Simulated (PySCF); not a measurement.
Assignment exercise: C5H7FO3

Bonds (- single, = double, # triple, : aromatic): C1=C2, C2-C3, C3-O4, O4-C5, C5-O6, O6-C7, C7-F8, C7-O9, O9-C3. C1 carries H10, H11; C2 carries H12; C3 carries H13; C5 carries H14, H15; C7 carries H16. Stereochemistry as in C=C[C@@H]1OCO[C@H](F)O1. H14 is cis to C2 on the ring; H11 is cis to C3; H15 is trans to C2 on the ring; H10 is trans to C3.

All values are calculated (PySCF 2.14): shieldings: GIAO PBE0/pcSseg-1, GFN2-xTB structure. Isolated molecule, no relativistic terms, a single conformation.

References, each an isolated molecule treated in the same way: 13C (σref 186.93), 1H (σref 31.72) against TMS.

Question: Assign these signals to the numbered atoms. 13C{1H} NMR (computed): δ 146.7 (CH), 126.7 (CH2), 116.8 (CH), 105.8 (CH), 91.4 (CH2).

Answer: 
| δ (ppm) | atoms | environment | reason |
| --- | --- | --- | --- |
| 146.7 | C2 | alkene CH | an sp2 carbon of a C=C bond |
| 126.7 | C1 | terminal =CH2 carbon | an sp2 carbon of a C=C bond |
| 116.8 | C7 | sp3 carbon bearing two oxygens | 3 electronegative neighbours deshield it |
| 105.8 | C3 | sp3 carbon bearing two oxygens | – |
| 91.4 | C5 | sp3 carbon bearing two oxygens | – |

Question: Assign these signals to the numbered atoms. 1H NMR (500 MHz, computed): δ 6.59 (m, 1H), 6.30 (m, 1H), 5.65 (m, 1H), 5.63 (m, 1H), 5.53 (m, 1H), 5.48 (m, 1H), 5.45 (m, 1H).

Answer: 
| δ (ppm) | atoms | environment | reason |
| --- | --- | --- | --- |
| 6.59 | H12 | hydrogen on an alkene CH | olefinic region |
| 6.30 | H16 | hydrogen on an sp3 carbon bearing two oxygens | its carbon carries F and O, hence the downfield position |
| 5.65 | H10 | hydrogen on a terminal =CH2 carbon | attached to an sp2 carbon and in the plane of the double bond |
| 5.63 | H11 | hydrogen on a terminal =CH2 carbon | – |
| 5.53 | H15 | hydrogen on an sp3 carbon bearing two oxygens | its carbon carries O, an electronegative neighbour |
| 5.48 | H14 | hydrogen on an sp3 carbon bearing two oxygens | – |
| 5.45 | H13 | hydrogen on an sp3 carbon bearing two oxygens | – |

H10 and H11; H11 and H15; H15 and H14; H14 and H13 lie closer than the usual error of such a calculation, so a measured spectrum could show them in the other order.

Splittings by 19F in the carbon and heteronuclear signals aren't shown, as no couplings were computed. Shifts are as computed. Against solution values, carbons near 30 ppm lie about +3 ppm off and those near 130 ppm about +5 ppm. Of 1211 compounds with measured shifts, 218 miss one by over three times the rms of a fit or turn the order of signals round; such compounds aren't used in these exercises. No couplings were computed; multiplicities are counted from neighbouring protons, with m where these are inequivalent, close in shift, in a saturated or five-membered ring or joined by F or P, and br s for small geminal =CH2 splittings.
